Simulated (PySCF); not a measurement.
aminosilylimino(oxo)methane (CH4N2OSi), SMILES N[SiH2]N=C=O.

The structure is a stationary point at PBE0-D3(BJ)/def2-SVP. The values are those of a single conformer.

Computed with TDA-CAM-B3LYP/def2-SVPD in PySCF.

Vertical excitations. Gas-phase values at a fixed geometry. State labels are in the subgroup Cs.

Computed UV-visible absorptions:
```json
[
 {"state": "S1", "symmetry": "A'", "energy (eV)": "6.84", "λ (nm)": "181", "f": "0.071", "main pairs": "HOMO→LUMO 85 %"},
 {"state": "S2", "symmetry": "A\"", "energy (eV)": "7.11", "λ (nm)": "174", "f": "0.003", "main pairs": "HOMO−1→LUMO 51 %, HOMO−1→LUMO+5 14 %, HOMO−1→LUMO+1 11 %"},
 {"state": "S3", "symmetry": "A'", "energy (eV)": "7.48", "λ (nm)": "166", "f": "0.005", "main pairs": "HOMO−1→LUMO+3 36 %, HOMO−2→LUMO 20 %, HOMO−2→LUMO+1 8 %, HOMO→LUMO+5 8 %"},
 {"state": "S4", "symmetry": "A\"", "energy (eV)": "7.49", "λ (nm)": "165", "f": "0.002", "main pairs": "HOMO→LUMO+3 48 %, HOMO−2→LUMO+3 35 %"},
 {"state": "S5", "symmetry": "A\"", "energy (eV)": "7.62", "λ (nm)": "163", "f": "0.000", "main pairs": "HOMO−1→LUMO+1 70 %, HOMO−1→LUMO 20 %"},
 {"state": "S6", "symmetry": "A'", "energy (eV)": "7.75", "λ (nm)": "160", "f": "0.013", "main pairs": "HOMO→LUMO+1 45 %, HOMO−2→LUMO 27 %, HOMO−2→LUMO+1 19 %"},
 {"state": "S7", "symmetry": "A'", "energy (eV)": "8.44", "λ (nm)": "147", "f": "0.025", "main pairs": "HOMO→LUMO+4 33 %, HOMO−2→LUMO+1 22 %, HOMO→LUMO+1 19 %, HOMO→LUMO+5 9 %"},
 {"state": "S8", "symmetry": "A\"", "energy (eV)": "8.47", "λ (nm)": "146", "f": "0.002", "main pairs": "HOMO−2→LUMO+3 32 %, HOMO→LUMO+3 32 %, HOMO→LUMO+10 10 %, HOMO→LUMO+6 7 %"},
 {"state": "S9", "symmetry": "A'", "energy (eV)": "8.58", "λ (nm)": "145", "f": "0.009", "main pairs": "HOMO→LUMO+4 33 %, HOMO→LUMO+2 32 %, HOMO−2→LUMO+1 11 %, HOMO→LUMO+1 9 %"},
 {"state": "S10", "symmetry": "A\"", "energy (eV)": "8.60", "λ (nm)": "144", "f": "0.015", "main pairs": "HOMO−1→LUMO+5 30 %, HOMO−1→LUMO+7 14 %, HOMO−1→LUMO 13 %, HOMO−3→LUMO 12 %"},
 {"state": "T1", "symmetry": "A'", "energy (eV)": "6.35", "λ (nm)": "195", "f": "0", "main pairs": "HOMO→LUMO 74 %"},
 {"state": "T2", "symmetry": "A'", "energy (eV)": "6.64", "λ (nm)": "187", "f": "0", "main pairs": "HOMO−1→LUMO+3 42 %, HOMO−2→LUMO 12 %, HOMO−1→LUMO+10 6 %"},
 {"state": "T3", "symmetry": "A\"", "energy (eV)": "6.79", "λ (nm)": "183", "f": "0", "main pairs": "HOMO−1→LUMO 35 %, HOMO−1→LUMO+5 15 %, HOMO−1→LUMO+1 12 %, HOMO−1→LUMO+4 8 %"},
 {"state": "T4", "symmetry": "A'", "energy (eV)": "6.92", "λ (nm)": "179", "f": "0", "main pairs": "HOMO−1→LUMO+3 36 %, HOMO−2→LUMO 16 %, HOMO→LUMO+5 7 %, HOMO−2→LUMO+1 7 %"}
]
```
Triplets are in the Tamm–Dancoff approximation.
